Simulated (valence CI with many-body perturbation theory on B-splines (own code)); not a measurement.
Level structure of Er XIX

Computed by configuration interaction combined with many-body perturbation theory (CI+MBPT): four valence electrons over a frozen Dirac-Fock core [Kr] 4d10, radial functions for each j: 7 s, 7 p, 7 d, 7 f, 4 g, 2 h, with the one-electron correlation potential Σ1 (screened to all orders), the two-electron term Σ2, the three-electron term Σ3, Breit, model QED; selected single and double excitations, second order for the rest, scaled by the run's own slope (own B-spline code, finite nucleus).

No measured spectrum was set against this ion. As an estimate, terms of the open shell hold to a few per cent of their energy, and close levels can change places.

Levels 46 to 90 of 195, with energies above the lowest level, 4f4 5I_4. "Leading %" is the weight of the configuration and term that name the level; weights of strongly mixed levels are sums over their largest components and can fall short. In the jj column 3d3/2^4 stands for four electrons in 3d with j = 3/2. Lifetimes count E1, E2, E3, M1 and M2 decay at the calculated energies, and are blank where another channel may lead or the interval is too uncertain; long ones can be off by a factor of two.

```tsv
No.	Configuration	Term	J	E (cm⁻¹)	Leading %	Leading jj	Lifetime	g
46	4f4	3F	3	69259	66	4f5/2 4f7/2^3 (72 %)	8.66 ms	1.157
47	4f4	5D	2	71628	76	4f5/2^2 4f7/2^2 (60 %)	23.6 ms	1.371
48	4f4	5D	4	73810	47	4f5/2^3 4f7/2 (58 %)	39.6 ms	1.294
49	4f4	5D	3	74055	50	4f5/2 4f7/2^3 (44 %)	17.7 ms	1.303
50	4f4	1L	8	74706	48	4f7/2^4 (52 %)	6.59 ms	1.000
51	4f4	3F	3	75936	61	4f5/2 4f7/2^3 (55 %)	9.09 ms	1.197
52	4f4	1G	4	77383	42	4f5/2 4f7/2^3 (42 %)	8.38 ms	1.026
53	4f4	1I	6	78637	49	4f5/2^2 4f7/2^2 (52 %)	11.5 ms	1.058
54	4f4	1G	4	80764	35	4f5/2^2 4f7/2^2 (45 %)	11.7 ms	1.037
55	4f4	3H	5	82383	80	4f5/2^2 4f7/2^2 (80 %)	19.9 ms	1.045
56	4f4	1D	2	83620	52	4f7/2^4 (61 %)	5.92 ms	1.038
57	4f4	1H	5	84482	41	4f5/2 4f7/2^3 (28 %)	5.93 ms	1.056
58	4f4	3F	4	85930	76	4f5/2 4f7/2^3 (40 %)	7.14 ms	1.210
59	4f4	1K	7	86192	80	4f5/2 4f7/2^3 (72 %)	10.2 ms	1.018
60	4f4	3G	3	89652	72	4f5/2^2 4f7/2^2 (66 %)	14.3 ms	0.852
61	4f4	3H	6	89894	58	4f5/2 4f7/2^3 (68 %)	13.1 ms	1.091
62	4f4	1D	2	90652	71	4f5/2 4f7/2^3 (49 %)	5.21 ms	0.977
63	4f4	3G	4	91224	32	4f5/2 4f7/2^3 (54 %)	10.4 ms	1.068
64	4f4	3K	6	93605	66	4f5/2^3 4f7/2 (57 %)	26.3 ms	0.920
65	4f4	3H	4	94877	55	4f5/2^2 4f7/2^2 (67 %)	8.85 ms	0.923
66	4f4	1N	10	96034	95	4f5/2 4f7/2^3 (50 %)	13.3 ms	1.003
67	4f4	3F	2	96501	90	4f5/2^2 4f7/2^2 (48 %)	15.0 ms	0.703
68	4f4	3G	5	96916	55	4f5/2 4f7/2^3 (39 %)	7.33 ms	1.109
69	4f4	3K	8	97632	67	4f5/2^2 4f7/2^2 (90 %)	32.4 ms	1.082
70	4f4	3F	4	97714	31	4f5/2^2 4f7/2^2 (49 %)	8.46 ms	1.061
71	4f4	3K	7	98209	87	4f5/2^2 4f7/2^2 (84 %)	33.2 ms	1.028
72	4f4	3H	5	99879	71	4f5/2 4f7/2^3 (37 %)	6.25 ms	1.013
73	4f4	3F	3	99928	72	4f5/2 4f7/2^3 (69 %)	10.4 ms	1.015
74	4f4	3P	0	102440	80	4f5/2^4 (44 %)	3.60 ms	
75	4f4	3H	6	102480	70	4f5/2^2 4f7/2^2 (51 %)	5.67 ms	1.099
76	4f4	1G	4	109540	53	4f5/2 4f7/2^3 (58 %)	7.90 ms	1.033
77	4f4	1L	8	110340	67	4f5/2 4f7/2^3 (83 %)	10.7 ms	1.038
78	4f4	3P	1	111200	92	4f5/2^2 4f7/2^2 (42 %)	3.57 ms	1.465
79	4f4	3I	5	112280	75	4f5/2 4f7/2^3 (44 %)	10.4 ms	0.881
80	4f4	3I	6	113180	72	4f5/2^2 4f7/2^2 (67 %)	17.1 ms	1.021
81	4f4	3I	7	116790	89	4f5/2 4f7/2^3 (76 %)	11.6 ms	1.128
82	4f4	3G	3	117320	86	4f5/2^2 4f7/2^2 (42 %)	6.14 ms	0.796
83	4f4	3G	4	118250	69	4f5/2^3 4f7/2 (31 %)	5.55 ms	1.043
84	4f4	3P	2	120250	80	4f5/2^2 4f7/2^2 (45 %)	5.55 ms	1.423
85	4f4	3G	5	120600	93	4f5/2 4f7/2^3 (51 %)	7.34 ms	1.186
86	4f4	1F	3	125130	47	4f5/2^2 4f7/2^2 (48 %)	7.94 ms	1.087
87	4f4	1I	6	125330	70	4f5/2 4f7/2^3 (37 %)	5.03 ms	1.017
88	4f4	1D	2	127270	54	4f5/2^3 4f7/2 (41 %)	5.29 ms	1.063
89	4f4	1G	4	129440	76	4f5/2^2 4f7/2^2 (50 %)	4.24 ms	1.005
90	4f4	3D	3	135800	56	4f5/2 4f7/2^3 (64 %)	7.56 ms	1.186
```

Names give the largest LS component (configuration and term), which can be under half, so a name can repeat, a term be missing and a line seem to break the LS rules; names also repeat where a configuration has a term twice.

Where two levels of one J and parity lie close, their mixing, g and order are uncertain.
